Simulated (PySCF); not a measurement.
Isomers of C3H11ClO2Si3, one GFN2-xTB conformer each. Single-point energies are computed at PBE0/pcSseg-1 (PySCF, gas phase, no added dispersion term), electronic only.

**Question.** Rank them by PBE0/pcSseg-1 energy, lowest first (kJ/mol).
A. `[CH2:1]=[C:2]([CH3:3])[O:4][Si@H:5]([O:6][SiH3:7])[SiH2:8][Cl:9]` with C1–C2–O4–Si5 -8°, C2–O4–Si5–O6 -50°, O4–Si5–O6–Si7 -33°, O4–Si5–Si8–Cl9 -154°
B. `[CH3:1][O:2][SiH2:3]/[CH:4]=[C:5](/[O:6][SiH3:7])[SiH2:8][Cl:9]` with C1–O2–Si3–C4 173°, O2–Si3–C4–C5 -6°, C4–C5–O6–Si7 3°, C4–C5–Si8–Cl9 -69°
C. `[CH3:1][C:2]1([CH3:3])[O:4][Si@@H:5]([O:6][SiH3:7])[Si@@H:8]1[Cl:9]` with O4–Si5–O6–Si7 30°
D. `[CH3:1][C@@H:2]1[CH2:3][Si@@:4]([O:5][SiH3:6])([SiH2:7][Cl:8])[O:9]1` with C3–Si4–O5–Si6 -151°, C3–Si4–Si7–Cl8 -116°

**Answer.** D (0.0), C (12.8), A (42.9), B (213.0).

As drawn, the lowest has a four-membered ring and an Si–Si bond, which the highest lacks; the highest has a C=C bond outside aromatic rings, which the lowest lacks. GFN2-xTB itself gives, in the same order: 22.4, 21.7, 0.0, 169.4. GFN2-xTB puts C=C(C)O[Si@H](O[SiH3])[SiH2]Cl lowest instead; measured from each level's own lowest isomer, the values differ by up to 43.6 kJ/mol (CO[SiH2]/C=C(/O[SiH3])[SiH2]Cl: 169.4 against 213.0).

**Question.** Which frontier levels, dipoles and rotational constants go with these structures?

**Answer.** 
| SMILES | HOMO (eV, PBE0/pcSseg-1) | LUMO (eV) | dipole (D) | A, B, C (MHz) |
| --- | --- | --- | --- | --- |
| C[C@@H]1C[Si@@](O[SiH3])([SiH2]Cl)O1 | -7.59 | -0.64 | 1.75 | 1105, 578.6, 417.0 |
| CC1(C)O[Si@@H](O[SiH3])[Si@@H]1Cl | -7.38 | -0.81 | 1.44 | 1312, 521.1, 440.2 |
| C=C(C)O[Si@H](O[SiH3])[SiH2]Cl | -7.11 | -0.70 | 2.65 | 1051, 493.4, 371.9 |
| CO[SiH2]/C=C(/O[SiH3])[SiH2]Cl | -7.29 | -0.79 | 2.03 | 1155, 547.2, 405.9 |

**Question.** As an exercise, what shares would exp(−E/RT) give at 2000 K from these electronic energies alone (no entropy, no degeneracies)?

**Answer.** RT = 16.629 kJ/mol: C[C@@H]1C[Si@@](O[SiH3])([SiH2]Cl)O1 65.0 %, CC1(C)O[Si@@H](O[SiH3])[Si@@H]1Cl 30.1 %, C=C(C)O[Si@H](O[SiH3])[SiH2]Cl 4.9 %, CO[SiH2]/C=C(/O[SiH3])[SiH2]Cl under 0.1 %.
